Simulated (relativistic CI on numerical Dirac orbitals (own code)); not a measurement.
Calculated levels, Ir⁸⁺

Method of calculation: Dirac-Coulomb-Breit CI, orbitals from a KLI potential per configuration, model QED, unscaled Slater integrals (own radial code, finite nucleus).

Configuration list (outside the closed core [Kr] 4d10): 4f¹⁴5s²5p⁶5d, 4f¹⁴5s²5p⁶6s, 4f¹⁴5s²5p⁶5f, 4f¹⁴5s²5p⁵5d², 4f¹⁴5s²5p⁶6p, 4f¹⁴5s²5p⁶5g, 4f¹⁴5s²5p⁶6d, 4f¹⁴5s5p⁶5d², 4f¹⁴5s²5p⁶7s, 4f¹⁴5s²5p⁵5d5f, 4f¹⁴5s²5p⁶7p, 4f¹³5s²5p⁶5d², 4f¹⁴5s²5p⁶6f, 4f¹⁴5s²5p⁵5d6s, 4f¹⁴5s²5p⁵5d5g, 4f¹⁴5s²5p⁶7d, 4f¹⁴5s²5p⁶8s, 4f¹⁴5s²5p⁶8p, 4f¹⁴5s5p⁶5d5f, 4f¹³5s²5p⁶5d6s, 4f¹⁴5s²5p⁵5d6p, 4f¹⁴5s5p⁶5d5g, 4f¹⁴5p⁶5d³, 4f¹⁴5p⁵5d⁴. Double excitations out of closed p, d and f shells are left out; levels of such configurations are missing from the list, as are those of other unlisted configurations, and high levels can miss mixing partners. These lack a partner that the ground configuration has and come out too high: 4f¹⁴5s²5p⁵5d5f, 4f¹³5s²5p⁶5d², 4f¹⁴5s²5p⁵5d6s, 4f¹⁴5s²5p⁵5d5g, 4f¹³5s²5p⁶5d6s.

The lowest level is 4f¹⁴5s²5p⁶5d ²D3/2, with 99 % of that term; Hund's rules for 4f¹⁴5s²5p⁶5d give ²D with J = 3/2, in agreement.

| No. | Configuration | Term | J | E (cm⁻¹) | % | Next component (%) | jj configuration (%) |
| --- | --- | --- | --- | --- | --- | --- | --- |
| 1 | 4f¹⁴5s²5p⁶5d | ²D | 3/2 | 0 | 99 |  | 5d3/2 (99) |
| 2 | 4f¹⁴5s²5p⁶5d | ²D | 5/2 | 15599 | 99 |  | 5d5/2 (99) |
| 3 | 4f¹⁴5s²5p⁶6s | ²S | 1/2 | 195785 | 99 | 1 4f¹⁴5s²5p⁵5d6p ²S | 6s (99) |
| 4 | 4f¹⁴5s²5p⁶6p | ²P° | 1/2 | 293246 | 99 | 1 4f¹⁴5s²5p⁵5d6s ²P° | 6p1/2 (99) |
| 5 | 4f¹⁴5s²5p⁶6p | ²P° | 3/2 | 325892 | 99 | 1 4f¹⁴5s²5p⁵5d6s ²P° | 6p3/2 (99) |
| 6 | 5p⁵5d²(3F) | ⁴D° | 1/2 | 383338 | 94 | 5 ²P° | 5p3/2^3 5d3/2^2 (76) |
| 7 | 5p⁵5d²(3F) | ⁴D° | 3/2 | 385557 | 71 | 15 ⁴F° | 5p3/2^3 5d3/2^2 (78) |
| 8 | 5p⁵5d²(3F) | ⁴D° | 5/2 | 392673 | 53 | 32 ⁴F° | 5p3/2^3 5d3/2 5d5/2 (53) |
| 9 | 4f¹⁴5s²5p⁶5f | ²F° | 5/2 | 396755 | 39 | 33 4f¹⁴5s²5p⁵5d² ²F° | 5p3/2^3 5d3/2 5d5/2 (46) |
| 10 | 5p⁵5d²(3F) | ⁴G° | 7/2 | 400512 | 28 | 19 4f¹⁴5s²5p⁶5f ²F° | 5p3/2^3 5d3/2^2 (59) |
| 11 | 5p⁵5d²(3P) | ⁴D° | 7/2 | 401496 | 32 | 28 4f¹⁴5s²5p⁶5f ²F° | 5p3/2^3 5d3/2 5d5/2 (67) |
| 12 | 5p⁵5d²(3P) | ⁴P° | 5/2 | 405906 | 31 | 31 4f¹⁴5s²5p⁶5f ²F° | 5p3/2^3 5d3/2^2 (33) |
| 13 | 5p⁵5d²(3F) | ⁴G° | 9/2 | 407051 | 72 | 17 ⁴F° | 5p3/2^3 5d3/2 5d5/2 (96) |
| 14 | 5p⁵5d²(3P) | ⁴D° | 7/2 | 409875 | 34 | 27 4f¹⁴5s²5p⁶5f ²F° | 5p3/2^3 5d5/2^2 (34) |
| 15 | 5p⁵5d²(3F) | ⁴G° | 11/2 | 411776 | 89 | 10 ²H° | 5p3/2^3 5d3/2 5d5/2 (51) |
| 16 | 4f¹⁴5s²5p⁵5d² | ²P° | 3/2 | 413543 | 28 | 27 ²D° | 5p3/2^3 5d3/2 5d5/2 (72) |
| 17 | 5p⁵5d²(3P) | ⁴P° | 5/2 | 414339 | 33 | 31 ²F° | 5p3/2^3 5d3/2 5d5/2 (84) |
| 18 | 5p⁵5d²(3P) | ⁴P° | 3/2 | 415943 | 33 | 23 ²D° | 5p3/2^3 5d3/2^2 (65) |
| 19 | 5p⁵5d²(3F) | ²G° | 7/2 | 423003 | 44 | 30 ²F° | 5p3/2^3 5d3/2 5d5/2 (88) |
| 20 | 5p⁵5d²(3P) | ⁴P° | 1/2 | 425876 | 40 | 32 ²P° | 5p3/2^3 5d3/2 5d5/2 (92) |
| 21 | 5p⁵5d²(1D) | ²D° | 5/2 | 428790 | 57 | 22 ²F° | 5p3/2^3 5d5/2^2 (79) |
| 22 | 5p⁵5d²(3F) | ⁴F° | 9/2 | 431812 | 59 | 37 ²G° | 5p3/2^3 5d5/2^2 (65) |
| 23 | 5p⁵5d²(1G) | ²H° | 11/2 | 432444 | 89 | 10 ⁴G° | 5p3/2^3 5d5/2^2 (51) |
| 24 | 5p⁵5d²(3P) | ⁴D° | 7/2 | 433043 | 39 | 37 ²F° | 5p3/2^3 5d3/2 5d5/2 (91) |
| 25 | 5p⁵5d²(3P) | ²D° | 3/2 | 438188 | 29 | 20 ²P° | 5p3/2^3 5d3/2 5d5/2 (85) |
| 26 | 5p⁵5d²(3P) | ⁴D° | 5/2 | 439288 | 39 | 35 ²D° | 5p3/2^3 5d3/2 5d5/2 (79) |
| 27 | 5p⁵5d²(1D) | ²P° | 1/2 | 446181 | 59 | 19 ²S° | 5p3/2^3 5d5/2^2 (92) |
| 28 | 5p⁵5d²(1D) | ²F° | 7/2 | 447742 | 57 | 24 ⁴D° | 5p3/2^3 5d5/2^2 (79) |
| 29 | 5p⁵5d²(1G) | ²G° | 9/2 | 449740 | 62 | 36 ²H° | 5p3/2^3 5d3/2 5d5/2 (67) |
| 30 | 5p⁵5d²(3P) | ²D° | 3/2 | 462818 | 41 | 27 ⁴F° | 5p3/2^3 5d3/2 5d5/2 (62) |
| 31 | 4f¹⁴5s²5p⁶6d | ²D | 3/2 | 468535 | 99 | 1 4f¹⁴5s²5p⁵5d6p ²D | 6d3/2 (99) |
| 32 | 4f¹⁴5s²5p⁶6d | ²D | 5/2 | 474213 | 99 | 1 4f¹⁴5s²5p⁵5d6p ²D | 6d5/2 (99) |
| 33 | 5p⁵5d²(1G) | ²F° | 5/2 | 476994 | 35 | 23 ⁴G° | 5p3/2^3 5d3/2 5d5/2 (29) |
| 34 | 5p⁵5d²(1S) | ²P° | 3/2 | 478073 | 62 | 22 ²D° | 5p3/2^3 5d5/2^2 (85) |
| 35 | 5p⁵5d²(1G) | ²G° | 7/2 | 482325 | 46 | 24 ⁴D° | 5p3/2^3 5d5/2^2 (57) |
| 36 | 5p⁵5d²(3P) | ⁴D° | 1/2 | 490000 | 41 | 39 ²P° | 5p3/2^3 5d3/2 5d5/2 (56) |
| 37 | 5p⁵5d²(3F) | ⁴F° | 5/2 | 492816 | 25 | 19 ⁴D° | 5p3/2^3 5d5/2^2 (32) |
| 38 | 5p⁵5d²(1S) | ²P° | 3/2 | 496419 | 38 | 31 ⁴S° | 5p3/2^3 5d5/2^2 (61) |
| 39 | 4f¹⁴5s²5p⁶7s | ²S | 1/2 | 527794 | 100 |  | 7s (100) |
| 40 | 5p⁵5d²(3F) | ⁴G° | 7/2 | 534167 | 41 | 26 ²G° | 5p1/2 5p3/2^4 5d3/2 5d5/2 (92) |
| 41 | 5p⁵5d²(3F) | ²F° | 5/2 | 540219 | 36 | 30 ⁴G° | 5p1/2 5p3/2^4 5d3/2 5d5/2 (39) |
| 42 | 5p⁵5d²(1D) | ²F° | 5/2 | 541388 | 49 | 26 ²D° | 5p1/2 5p3/2^4 5d3/2 5d5/2 (50) |
| 43 | 5p⁵5d²(3P) | ⁴D° | 3/2 | 543948 | 36 | 33 ²D° | 5p1/2 5p3/2^4 5d3/2 5d5/2 (92) |
| 44 | 5p⁵5d²(3P) | ²S° | 1/2 | 546130 | 37 | 31 ⁴P° | 5p1/2 5p3/2^4 5d3/2 5d5/2 (92) |
| 45 | 5p⁵5d²(3F) | ²G° | 9/2 | 546416 | 45 | 23 ²H° | 5p1/2 5p3/2^4 5d3/2 5d5/2 (76) |
| 46 | 5p⁵5d²(3F) | ²F° | 7/2 | 555029 | 35 | 31 ⁴D° | 5p1/2 5p3/2^4 5d5/2^2 (84) |
| 47 | 4f¹³5d²(3F) | ⁴F° | 7/2 | 561161 | 36 | 26 ²F° | 4f7/2^7 5d3/2^2 (90) |
| 48 | 4f¹³5d²(3F) | ⁴D° | 5/2 | 561623 | 40 | 27 ⁴F° | 4f7/2^7 5d3/2^2 (84) |
| 49 | 4f¹³5d²(3F) | ⁴P° | 3/2 | 562607 | 36 | 33 ⁴D° | 4f7/2^7 5d3/2^2 (85) |
| 50 | 5p⁵5d²(1D) | ²P° | 3/2 | 563867 | 25 | 21 ²D° | 5p1/2 5p3/2^4 5d5/2^2 (86) |
| 51 | 4f¹³5d²(3F) | ²I° | 11/2 | 564713 | 44 | 34 ⁴I° | 4f7/2^7 5d3/2^2 (91) |
| 52 | 4f¹³5d²(3F) | ⁴H° | 9/2 | 565998 | 21 | 19 ²H° | 4f7/2^7 5d3/2^2 (60) |
| 53 | 5p⁵5d²(1G) | ²H° | 9/2 | 567926 | 27 | 26 ²G° | 5p1/2 5p3/2^4 5d5/2^2 (42) |
| 54 | 4f¹⁴5s²5p⁶7p | ²P° | 1/2 | 568995 | 75 | 10 4f¹⁴5s²5p⁵5d² ²P° | 7p1/2 (75) |
| 55 | 5p⁵5d²(3P) | ²D° | 5/2 | 570465 | 38 | 31 ²F° | 5p1/2 5p3/2^4 5d5/2^2 (87) |
| 56 | 4f¹³5d²(1G) | ²P° | 1/2 | 572014 | 23 | 21 4f¹⁴5s²5p⁶7p ²P° | 4f7/2^7 5d3/2 5d5/2 (41) |
| 57 | 4f¹³5d²(3P) | ⁴F° | 9/2 | 574976 | 71 | 11 ⁴G° | 4f7/2^7 5d3/2 5d5/2 (82) |
| 58 | 4f¹³5d²(1G) | ²P° | 1/2 | 576588 | 29 | 28 ⁴P° | 4f7/2^7 5d3/2 5d5/2 (92) |
| 59 | 4f¹³5d²(3F) | ⁴I° | 13/2 | 576759 | 67 | 22 ²I° | 4f7/2^7 5d3/2 5d5/2 (100) |
| 60 | 4f¹³5d²(3F) | ⁴D° | 7/2 | 577381 | 38 | 26 ²G° | 4f7/2^7 5d3/2 5d5/2 (88) |
| 61 | 4f¹³5d²(3F) | ²D° | 3/2 | 577415 | 38 | 18 4f¹⁴5s²5p⁵5d² ²D° | 4f7/2^7 5d3/2 5d5/2 (71) |
| 62 | 4f¹³5d²(3F) | ⁴P° | 5/2 | 578145 | 32 | 21 ⁴F° | 4f7/2^7 5d3/2 5d5/2 (78) |
| 63 | 4f¹³5d²(3F) | ⁴H° | 11/2 | 579563 | 53 | 23 ⁴G° | 4f7/2^7 5d3/2 5d5/2 (99) |
| 64 | 4f¹³5d²(1G) | ²D° | 3/2 | 579645 | 23 | 20 ⁴S° | 4f7/2^7 5d3/2 5d5/2 (47) |
| 65 | 4f¹³5d²(3P) | ²F° | 7/2 | 580652 | 28 | 15 ⁴F° | 4f7/2^7 5d3/2 5d5/2 (54) |
| 66 | 4f¹³5d²(3F) | ⁴I° | 15/2 | 584367 | 69 | 31 ²K° | 4f7/2^7 5d3/2 5d5/2 (76) |
| 67 | 4f¹³5d²(3F) | ⁴I° | 9/2 | 584651 | 29 | 20 ²G° | 4f7/2^7 5d3/2 5d5/2 (69) |
| 68 | 4f¹⁴5s²5p⁶7p | ²P° | 3/2 | 584938 | 89 | 4 4f¹³5s²5p⁶5d² ²P° | 7p3/2 (89) |
| 69 | 4f¹³5d²(3F) | ²P° | 3/2 | 585408 | 45 | 29 ⁴F° | 4f7/2^7 5d3/2 5d5/2 (39) |
| 70 | 4f¹³5d²(3F) | ²D° | 5/2 | 586790 | 58 | 13 ⁴F° | 4f7/2^7 5d3/2 5d5/2 (54) |

Energies count from the lowest computed level; ° marks odd parity. Percentages are summed over parent terms; the parents shown are those of the largest component, closed shells are left out there. Filled j subshells are mostly left out of the jj labels.

The mean weight of the leading LS term, summed over parents, in these 70 levels is 52 %, and that of the leading jj configuration (from the same eigenvectors) 74 %, so jj coupling describes them better and the LS labels are nominal.

At this charge configurations can still be misplaced by up to about 7 % of their energy. Levels and lines within the n = 5 or 6 shells can be off by up to 10 % or somewhat more, and those that change n by about 2 %, since core polarisation is missing. Levels that differ in their count of f electrons can be misplaced by several ten thousand cm⁻¹, since the correlation energy of f electrons is missing or only estimated; rates across such gaps can be off by orders of magnitude.

LS names give the leading component of a level, which can be under half, so a name can repeat, a term be missing and a line seem to break the LS rules.
